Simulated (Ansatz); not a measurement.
Two isomers of C2H6BNO: A = `CC(=N)BO`, B = `CC1OB1N`.

Isolated molecules relaxed with PBE0-D4/def2-TZVP in Ansatz; ΔE leaves out vibrations. CCSD(T)/CBS adds triple-zeta CCSD(T) − MP2 to the extrapolated MP2 energy (def2 sets, frozen cores). Functionals use def2-TZVPP. B3LYP here is the variant with VWN-RPA as its local correlation; programs differ in this. Each species was taken in one conformer, which may not be the lowest.

A:

```xyz
11

C     0.507   -0.551    1.113
C     0.097    0.545    0.174
N     0.244    1.792    0.406
B    -0.567    0.183   -1.211
O    -0.735   -1.129   -1.501
H    -0.354   -1.172    1.375
H     1.226   -1.219    0.629
H     0.951   -0.151    2.028
H     0.680    1.944    1.321
H    -0.907    1.039   -1.977
H    -1.143   -1.280   -2.356
```

B:

```xyz
11

C    -1.113    0.973   -0.828
C    -0.685   -0.336   -0.238
O     0.486   -0.981   -0.927
B     0.672   -0.618    0.359
N     1.680   -0.635    1.307
H    -1.843    1.452   -0.169
H    -0.269    1.655   -0.947
H    -1.585    0.835   -1.805
H    -1.494   -1.054   -0.109
H     2.595   -1.006    1.117
H     1.556   -0.286    2.240
```

Task: Which is lower in electronic energy at CCSD(T)/CBS, and by how much? (Estimate.)

Result: Ansatz gave: B, by 8.3 kcal/mol.

Task: Give E(B) − E(A) in kcal/mol with B3LYP, ωB97M-V, PBE0-D4, CCSD/def2-TZVPP, B2PLYP, CCSD(T)/def2-TZVPP, PBE-D4. (An estimate is asked.)

Result: Computed: B3LYP -9.3, ωB97M-V -10.6, PBE0-D4 -12.7, CCSD/def2-TZVPP -7.8, B2PLYP -9.2, CCSD(T)/def2-TZVPP -7.7, PBE-D4 -12.3. None reverses the order clearly.

Largest T1 diagnostic: 0.013.

In def2-TZVPP, CCSD(T) changes the Hartree–Fock value by −3.0 kcal/mol (the triples alone add +0.1 kcal/mol) and MP2 by −5.7 kcal/mol.
